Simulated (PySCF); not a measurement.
## Bonding in `C=C(F)c1cc[s+]cc1`

C7H6FS (charge +1).
Numbering: `[CH2:1]=[C:2]([F:3])[c:4]1[cH:5][cH:6][s+:7][cH:8][cH:9]1` (hydrogens: H10, H11 on C1; H12 on C5; H13 on C6; H14 on C8; H15 on C9)

Geometry (GFN2-xTB, Å), atoms numbered from 1 in this order:
```xyz
15
C7H6FS angstrom
C      2.5351    0.7297    0.0137
C      1.6206   -0.1913   -0.3031
F      2.0386   -1.3214   -0.8934
C      0.1816   -0.1487   -0.0956
C     -0.4346    0.9609    0.5119
C     -1.7791    1.0532    0.7312
S     -2.9216   -0.1326    0.3168
C     -1.9445   -1.3311   -0.3812
C     -0.5886   -1.2503   -0.5194
H      3.5722    0.5425   -0.2102
H      2.2953    1.6621    0.4874
H      0.1810    1.7907    0.8260
H     -2.2019    1.9289    1.2023
H     -2.4842   -2.2019   -0.7253
H     -0.0744   -2.0828   -0.9830
```

Bond orders from the PBE0/pcSseg-1 density (PySCF). Isolated species at its GFN2-xTB geometry (one conformer only).

Problem. Where do the orders between heavy atoms depart from those drawn in the SMILES?

Solution. The largest departure is 0.247, at C6–S7 (drawn aromatic, 1.253), counting aromatic bonds as 1.5. The bonds drawn aromatic range from 1.25 to 1.54.

Problem. Give the Mayer order of every bond between heavy atoms, beside its length.

Solution. 
```csv
bond,drawn as,length (Å),Mayer order
C1–C2,double,1.336,1.847
C2–F3,single,1.342,0.940
C2–C4,single,1.455,1.055
C4–C5,aromatic,1.407,1.289
C5–C6,aromatic,1.365,1.537
C6–S7,aromatic,1.698,1.253
S7–C8,aromatic,1.697,1.263
C8–C9,aromatic,1.365,1.510
C9–C4,aromatic,1.409,1.322
```

Bonds between the same two heavy elements. C–C: lowest C2–C4 (1.055, 1.455 Å), highest C1–C2 (1.847, 1.336 Å). C–S: all 2 within 0.02 of one another (1.253 to 1.263).

Problem. And the bonds to hydrogen?

Solution. C–H: 0.90 to 0.94 (6 bonds).

Problem. Sum the orders of all bonds at each heavy atom with more than one neighbour and set the sums beside the valence in the SMILES.

Solution. C1 3.676 (drawn 4), C2 3.842 (drawn 4), C4 3.666 (drawn 4), C5 3.765 (drawn 4), C6 3.695 (drawn 4), S7 2.516 (drawn 3), C8 3.680 (drawn 4), C9 3.761 (drawn 4). Orders between atoms that aren't bonded are not in these sums.

For a closed shell the Mayer order of atoms A and B is Σ (PS)μν (PS)νμ over the basis functions μ on A and ν on B, with P the density and S the overlap matrix.
